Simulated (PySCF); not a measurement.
Excitation energy of Rh by level of theory

Rh [Kr] 4d8 5s1 (4F) → Rh [Kr] 4d7 5s1 5p1 (high-spin determinant), as a difference of total energies. Calculation: PySCF 2.14, in x2c-TZVPPall (8s6p6d2f1g, 79 functions); the spin-free X2C one-electron Hamiltonian (Gaussian nucleus). Correlated levels: valence and next inner shell: [Ar] 3d10 frozen. The calculations carry no spin-orbit coupling.

```
                                method  excitation energy (eV)
                                   UHF                   2.864
    MP2 (valence and next inner shell)                   4.480
SCS-MP2 (valence and next inner shell)                   4.487
   CCSD (valence and next inner shell)                   4.135
CCSD(T) (valence and next inner shell)                   4.228
```

Q: How much does correlation contribute at CCSD(T) (valence and next inner shell)?

A: 4.228 − (2.864) = 1.364 eV, measured against UHF.

The basis was made for the ground configuration and has no added diffuse functions, so the excitation energy can come out too high.

The determinant of the upper state mixes LS terms, which raises its energy above the lowest term, most at the Hartree-Fock and MP2 levels.
